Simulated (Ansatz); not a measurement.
Geometry optimisation, DFT PBE, scalar-relativistic, plane waves, PAW (Ansatz).

Input:

```yaml
crystal:
  lattice:
    - [7.398, 0.0, 0.0]
    - [-3.699, 6.406856, 0.0]
    - [0.0, 0.0, 12.0]
  atoms:
    - { symbol: C, position: [0.0, 0.0, 0.0833333] }
    - { symbol: C, position: [0.2222222, 0.1111111, 0.0833333] }
    - { symbol: C, position: [0.0, 0.3333333, 0.0833333] }
    - { symbol: C, position: [0.2222222, 0.4444444, 0.0833333] }
    - { symbol: C, position: [0.0, 0.6666667, 0.0833333] }
    - { symbol: C, position: [0.2222222, 0.7777778, 0.0833333] }
    - { symbol: C, position: [0.3333333, 0.0, 0.0833333] }
    - { symbol: C, position: [0.5555556, 0.1111111, 0.0833333] }
    - { symbol: C, position: [0.3333333, 0.3333333, 0.0833333] }
    - { symbol: C, position: [0.5555556, 0.4444444, 0.0833333] }
    - { symbol: C, position: [0.3333333, 0.6666667, 0.0833333] }
    - { symbol: C, position: [0.5555556, 0.7777778, 0.0833333] }
    - { symbol: C, position: [0.6666667, 0.0, 0.0833333] }
    - { symbol: C, position: [0.8888889, 0.1111111, 0.0833333] }
    - { symbol: C, position: [0.6666667, 0.3333333, 0.0833333] }
    - { symbol: C, position: [0.8888889, 0.4444444, 0.0833333] }
    - { symbol: C, position: [0.6666667, 0.6666667, 0.0833333] }
    - { symbol: C, position: [0.8888889, 0.7777778, 0.0833333] }
    - { symbol: S, position: [0.1415922, 0.8355048, 0.2175], spin: 1.0 }
magnetization:
  spin_polarized: true
basis:
  ecutwfc: 420.0
kpoints:
  mp_grid: { grid: [2, 2, 1] }
hamiltonian:
  xc: pbe
scf:
  occupations: { method: gaussian, width: 0.02 }
  lower_state_search: "off"
relax:
  f_tol: 0.03
  max_steps: 60
  adjacent_minimum: "off"
```

Command:

```bash
$ ansatz run input.yaml --threads 2 --pin off --max-ram 5120MiB --backend cpu --events-out ev --progress --plain --runs-dir out
```

Where does it end, and by what steps?

The run converged. Limits of this set-up: coarse k mesh, slab without dipole correction. After 7 steps the energy has fallen by 3.084 eV; S19 moved furthest, 0.83 Å.

```tsv
step	energy less start (eV)	largest force component (eV/Å)	accepted
0	0.0000	6.733	yes
1	-1.4309	4.030	yes
2	-2.2593	1.533	yes
3	-2.7395	1.170	yes
4	-3.0115	0.706	yes
5	-3.0713	0.230	yes
6	-3.0832	0.082	yes
7	-3.0837	0.017	yes
```

```xyz
19
Lattice="7.3980 0.0000 0.0000 -3.6990 6.4069 0.0000 0.0000 0.0000 12.0000" Properties=species:S:1:pos:R:3
C -0.018 0.027 0.922
C 1.237 0.751 0.922
C -1.257 2.172 0.923
C -0.002 2.897 0.923
C -2.502 4.294 1.276
C -1.218 5.036 1.274
C 2.449 0.067 0.996
C 3.688 0.758 0.927
C 1.233 2.179 0.888
C 2.455 2.885 0.927
C 0.012 4.289 0.997
C 1.228 5.016 0.928
C 4.923 0.039 0.924
C 6.145 0.744 0.887
C 3.690 2.167 0.929
C 4.929 2.857 0.998
C 2.450 4.314 0.929
C 3.667 5.041 0.997
S -1.859 4.667 3.044
```

Whether the end is a true minimum wasn't checked by a vibrational analysis.

The run took 2.8 min on 2 threads of Arm Neoverse V1, with other jobs on the host, peak memory 0.91 GiB.
